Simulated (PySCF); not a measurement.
# Hartree-Fock beside MP2: AlBCl2H2

All numbers below are calculated, not measured. The program is PySCF 2.14.0, an open-source quantum chemistry code, run on an isolated molecule that a program drew, which may never have been made. The molecule is AlBCl2H2 (charge 0, singlet), drawn as the SMILES string `[BH2][Al]([Cl])[Cl]`.

The geometry was optimised and harmonic frequencies were computed with HF and MP2, all in the cc-pV(D+d)Z basis, for the commonest isotopes, with a restricted reference for singlets and an unrestricted one otherwise, and a frozen core in MP2. Each result is a local minimum of its method.

Geometry at the HF minimum:
```xyz
6
AlBCl2H2, angstrom
B    -1.7904   -2.1136    0.1887
Al    0.3334   -2.0391    0.1015
Cl    1.4954   -1.5541    1.7932
Cl    1.3845   -2.4466   -1.6807
H    -2.4649   -1.1477   -0.0404
H    -2.3743   -3.1238    0.4695
```

Lengths of the bonds as drawn, in Å (atoms numbered as above):
```
bond,HF,MP2
B1-Al2,2.127,2.120
Al2-Cl3,2.109,2.105
Al2-Cl4,2.109,2.105
B1-H5,1.200,1.208
B1-H6,1.200,1.207
```

Rotational constants, in GHz:
| constant | HF | MP2 |
|---|---|---|
| A | 3.838 | 3.894 |
| B | 2.224 | 2.208 |
| C | 1.425 | 1.426 |

Harmonic frequencies in cm^-1, each column in rising order, so a row needn't be the same motion in every method:
```
rank    HF   MP2
   1   128   118
   2   143   138
   3   161   155
   4   182   175
   5   416   413
   6   580   568
   7   595   590
   8   646   640
   9   903   871
  10  1242  1188
  11  2674     ?
  12  2752  2710
```

**Estimate the missing MP2 frequency from the HF column.**

A single factor s that minimises the squared misfit of MP2 against s times HF over the other rows is sum(HF x MP2) / sum(HF^2) = 0.9796, with an rms misfit of 11 cm^-1. For rank 11 it gives 0.9796 x 2674 = 2619 cm^-1. The calculation gives 2626 cm^-1, 7 cm^-1 above the estimate. The drawn bonds are on average 0.1 % longer in MP2 than in HF.
